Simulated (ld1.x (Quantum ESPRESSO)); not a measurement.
## Configuration tests for bismuth (Bi) (TM semilocal)

ld1.x (Quantum ESPRESSO) 7.5 input, shortened:

```
&input
   title='Bi', zed=83., rel=1, dft='PBE', iswitch=3,
   config='[Xe] 4f14 5d10 6s2 6p1'
 /
 &inputp
   pseudotype=1, tm=.true., lloc=1,
   nlcc=.false.
 /
3
6S  1  0   2.00   0.00  1.85  1.85  0.0
5D  3  2  10.00   0.00  1.70  1.70  0.0
6P  2  1   1.00   0.00  2.40  2.40  0.0
 &test
   configts(1)='5d10 6s2 6p1'
 /
```

Energies are relative to the spin-unpolarised reference configuration 5d10 6s2 6p1; without spin polarisation the order of configurations can differ from experiment.

```json
{"valence configuration": "5d10 6s2 6p2", "charge": "+1", "ΔE all-electron (eV)": "-15.247", "error AE − PS (meV)": "+11"}
{"valence configuration": "5d10 6s2 6p0", "charge": "+3", "ΔE all-electron (eV)": "23.343", "error AE − PS (meV)": "-4.9"}
{"valence configuration": "5d10 6s1 6p4", "charge": "0", "ΔE all-electron (eV)": "-13.077", "error AE − PS (meV)": "+8.0"}
{"valence configuration": "5d10 6s2 6p2.5", "charge": "+0.5", "ΔE all-electron (eV)": "-20.063", "error AE − PS (meV)": "+17"}
{"valence configuration": "5d10 6s1 6p3", "charge": "+1", "ΔE all-electron (eV)": "-4.428", "error AE − PS (meV)": "+0.6"}
```

(1) What are ΔE and the potential's error for 5d10 6s2 6p3?

(2) What are ΔE and the potential's error for 5d10 6s1 6p0?

Levels in the configuration 5d10 6s2 6p2:

```json
{"level": "5d", "all-electron (eV)": "-35.191", "pseudo (eV)": "-35.261"}
{"level": "6s", "all-electron (eV)": "-22.110", "pseudo (eV)": "-22.122"}
{"level": "6p", "all-electron (eV)": "-11.439", "pseudo (eV)": "-11.446"}
```

Results:

(1) ΔE = -23.160 eV all-electron; the error (AE − PS) is +23 meV.

(2) ΔE = 68.748 eV all-electron; the error (AE − PS) is +20 meV.
